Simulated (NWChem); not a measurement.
System: BeHSeBr; SMILES [SeH][Be][Br]

```xyz
4

Be     0.0030    -0.0320     0.0000
Br     0.0115    -1.9928     0.0000
Se     0.0303     1.9958     0.0000
H     -1.4442     2.0196     0.0000
```
Atoms are numbered in this order, from 1.

Computed with NWChem. Structure relaxed at the PBE0/def2-SVP level. Vertical excitations in the gas phase; the lowest state need not have the same character in each row.

### Question
Among these, which level gives the lowest value of “lowest excitation, singlet (eV)”?
A. PBE/def2-SVPD, full TDDFT
B. BHandHLYP/def2-SVPD, full TDDFT
C. B3LYP/def2-SVPD, full TDDFT

### Answer
A, PBE/def2-SVPD, full TDDFT. Values: PBE/def2-SVPD, full TDDFT 4.47; B3LYP/def2-SVPD, full TDDFT 4.75; BHandHLYP/def2-SVPD, full TDDFT 5.14
